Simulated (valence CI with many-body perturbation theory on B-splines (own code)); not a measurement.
# Questions on Hf LXVIII

Level of theory: configuration interaction combined with many-body perturbation theory (CI+MBPT): three valence electrons over a frozen Dirac-Fock core [He], radial functions for each j: 9 s, 9 p, 8 d, 6 f, 3 g, 1 h, with the one-electron correlation potential Σ1, the two-electron term Σ2, the three-electron term Σ3, Breit, model QED; selected CI, second order for the rest, scaled by the run's own slope (own B-spline code, finite nucleus).

No measured spectrum was set against this ion. As an estimate, large intervals hold to a few tenths of a per cent, small ones and those within an open d or f shell to about a per cent.

Levels are named by their leading jj configuration (3d3/2^4 stands for four electrons in 3d with j = 3/2), which in mixed levels can hold well under half, so a name can repeat and another be missing.

Rates and lifetimes use the calculated energies. Strong lines usually hold to 10 to 20 %, long lifetimes can be off by a factor of two.

(1) What is the ground level?

(2) Among levels below 11070 eV, which E1 lines absorb most strongly from the ground level?

(3) Where does the other parity begin?

(4) How well does LS coupling describe the low levels?

(5) What are the static dipole polarisabilities of the lowest levels?

(6) Name the longest-lived excited levels whose lifetime is computed, and their main decay.

(7) What is the ionisation energy?

Results:

(1) (2s^2 2p1/2) J=1/2, composition 100 % 2s2.2p 2P°, g = 0.618.

(2) to (2s^2 3d3/2) J=3/2 at 0.1181 nm, f = 0.559; to (2s 2p1/2 3p1/2) J=3/2 at 0.1210 nm, f = 0.200; to (2s 2p1/2 2p3/2) J=3/2 at 0.7822 nm, f = 0.163.

(3) At (2s 2p1/2^2) J=1/2, 259 eV.

(4) Among the lowest 20 levels the leading LS term, summed over configurations, holds 76 % on average. For single configurations the figures are 75 % in LS and 99 % in jj coupling. Terms mix most in the J = 3/2 level at 1854 eV, where the leading one holds 49 %.

(5) (2s^2 2p1/2) J=1/2 0.000174 bohr³, of which the core gives 2.49e-07.

(6) (2s 2p1/2 2p3/2) J=5/2 at 1513 eV lives 122 ps, mostly by E1 to (2s^2 2p3/2) J=3/2; (2s 2p1/2^2) J=1/2 at 259 eV lives 43.3 ps, mostly by E1 to (2s^2 2p1/2) J=1/2; (2s^2 2p3/2) J=3/2 at 1291 eV lives 27.5 ps, mostly by E1 to (2s 2p1/2^2) J=1/2.

(7) 17671 eV; NIST lists 17680 ± 40 eV (theoretical).
